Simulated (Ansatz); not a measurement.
```yaml
crystal:
  periodic: [false, false, false]
  atoms:
    - {symbol: Be, position_ang: [-0.006408, 0.003844, -0.955343]}
    - {symbol: C, position_ang: [0.003131, -0.000846, 0.716076]}
    - {symbol: H, position_ang: [-0.438593, 0.910354, 1.132869]}
    - {symbol: H, position_ang: [1.019133, -0.074207, 1.118383]}
    - {symbol: H, position_ang: [-0.562266, -0.844439, 1.126067]}
    - {symbol: I, position_ang: [-0.014996, 0.005303, -3.138042]}
basis:
  gaussian: {orbitals: STO-3G, final_grid: {core_spheres: 5, valence_spheres: 4, degree: 11}}
magnetization: {spin_polarized: true, initial_magnetization: 2}
hamiltonian: {xc: {name: HF}}
correlation: {method: mp2, frozen_orbitals: {Be: 9}}
output: {forces: true}
```

```sh
$ ansatz run in.yaml --threads 4 --pin off --events-out ev --progress --plain --max-ram 3916MiB
```

It prints (some lines left out):

```
Functional definition: HF
Error: "frozen_orbitals" has no count for C
```

In this input frozen orbitals are typed for one element alone, and the program wants a count for each (the count typed has to fit that element's core, too). The program refused the input.
